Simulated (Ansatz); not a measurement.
Relaxation of C3H10BNO (16 atoms, charge 0, multiplicity 1), to a largest force component of 0.015 eV/Å in at most 40 steps.

These are results of Ansatz 0.2.0, RKS B3LYP/STO-3G, not measurements.

```xyz
16
Properties=species:S:1:pos:R:3:forces:R:3
C -0.922 1.575 0.048 -1.20 2.84 -0.34
B -0.107 0.420 0.625 1.34 -0.48 0.69
N 0.497 0.576 1.988 0.79 -0.29 0.46
C 0.163 -0.932 -0.203 -1.10 0.36 2.39
C 0.882 -0.703 -1.500 0.21 2.20 -1.44
O -1.163 -1.471 -0.524 -0.98 0.16 -2.08
H -1.777 1.849 0.736 0.88 -0.08 -0.46
H -0.291 2.535 -0.081 -0.94 -1.56 0.33
H -1.387 1.363 -0.912 -0.10 -0.08 -0.58
H 1.098 1.468 1.997 -0.82 -0.55 0.07
H -0.268 0.756 2.697 0.16 0.35 -0.10
H 0.688 -1.653 0.442 0.62 -0.30 -0.01
H 0.285 0.022 -2.175 1.19 -1.23 1.09
H 1.009 -1.646 -1.998 0.25 -0.88 -0.87
H 1.876 -0.280 -1.243 -0.22 -0.02 -0.58
H -1.496 -1.902 0.314 -0.09 -0.44 1.44
```

Where does it end, and by what steps?

The run converged. The force dipped under the threshold on the way, but the program's further checks kept it going. Limits of this set-up: minimal basis. After 26 steps the energy has fallen by 2.114 eV; H10 moved furthest, 1.52 Å.

```json
{"step": "0", "energy less start (eV)": "0.0000", "largest force component (eV/Å)": "2.842", "accepted": "yes"}
{"step": "1", "energy less start (eV)": "-0.4214", "largest force component (eV/Å)": "0.875", "accepted": "yes"}
{"step": "2", "energy less start (eV)": "-0.4736", "largest force component (eV/Å)": "0.470", "accepted": "yes"}
{"step": "3", "energy less start (eV)": "-0.5643", "largest force component (eV/Å)": "1.205", "accepted": "yes"}
{"step": "4", "energy less start (eV)": "-0.7178", "largest force component (eV/Å)": "2.480", "accepted": "yes"}
{"step": "5", "energy less start (eV)": "-0.9673", "largest force component (eV/Å)": "2.590", "accepted": "yes"}
{"step": "6", "energy less start (eV)": "-1.2976", "largest force component (eV/Å)": "2.149", "accepted": "yes"}
{"step": "7", "energy less start (eV)": "-1.4778", "largest force component (eV/Å)": "3.621", "accepted": "yes"}
{"step": "8", "energy less start (eV)": "-1.7671", "largest force component (eV/Å)": "2.351", "accepted": "yes"}
{"step": "9", "energy less start (eV)": "-1.9873", "largest force component (eV/Å)": "0.838", "accepted": "yes"}
{"step": "10", "energy less start (eV)": "-2.0433", "largest force component (eV/Å)": "0.980", "accepted": "yes"}
{"step": "11", "energy less start (eV)": "-2.0795", "largest force component (eV/Å)": "0.313", "accepted": "yes"}
{"step": "12", "energy less start (eV)": "-2.0929", "largest force component (eV/Å)": "0.310", "accepted": "yes"}
{"step": "13", "energy less start (eV)": "-2.0901", "largest force component (eV/Å)": "0.543", "accepted": "no"}
{"step": "14", "energy less start (eV)": "-2.1014", "largest force component (eV/Å)": "0.089", "accepted": "yes"}
{"step": "15", "energy less start (eV)": "-2.1032", "largest force component (eV/Å)": "0.072", "accepted": "yes"}
{"step": "16", "energy less start (eV)": "-2.1054", "largest force component (eV/Å)": "0.124", "accepted": "yes"}
{"step": "17", "energy less start (eV)": "-2.1075", "largest force component (eV/Å)": "0.091", "accepted": "yes"}
{"step": "18", "energy less start (eV)": "-2.1102", "largest force component (eV/Å)": "0.088", "accepted": "yes"}
{"step": "19", "energy less start (eV)": "-2.1116", "largest force component (eV/Å)": "0.090", "accepted": "yes"}
{"step": "20", "energy less start (eV)": "-2.1124", "largest force component (eV/Å)": "0.090", "accepted": "yes"}
{"step": "21", "energy less start (eV)": "-2.1129", "largest force component (eV/Å)": "0.129", "accepted": "yes"}
{"step": "22", "energy less start (eV)": "-2.1140", "largest force component (eV/Å)": "0.034", "accepted": "yes"}
{"step": "23", "energy less start (eV)": "-2.1142", "largest force component (eV/Å)": "0.006", "accepted": "yes"}
{"step": "24", "energy less start (eV)": "-2.1144", "largest force component (eV/Å)": "0.008", "accepted": "yes"}
{"step": "25", "energy less start (eV)": "-2.1144", "largest force component (eV/Å)": "0.022", "accepted": "yes"}
{"step": "26", "energy less start (eV)": "-2.1145", "largest force component (eV/Å)": "0.010", "accepted": "yes"}
```

```xyz
16
Properties=species:S:1:pos:R:3
C -1.147 1.575 0.016
B -0.174 0.491 0.648
N 0.348 0.672 1.924
C 0.202 -0.859 -0.151
C 0.993 -0.575 -1.473
O -1.018 -1.607 -0.575
H -1.511 2.311 0.747
H -0.634 2.132 -0.785
H -2.020 1.095 -0.451
H 1.000 0.005 2.385
H 0.154 1.503 2.520
H 0.843 -1.527 0.476
H 0.415 0.086 -2.136
H 1.189 -1.517 -2.009
H 1.958 -0.093 -1.251
H -1.513 -1.715 0.322
```

Whether the end is a true minimum wasn't checked by a vibrational analysis.

The run took 100 s on 1 thread of Arm Neoverse V2, on a shared host, peak memory 0.16 GiB.
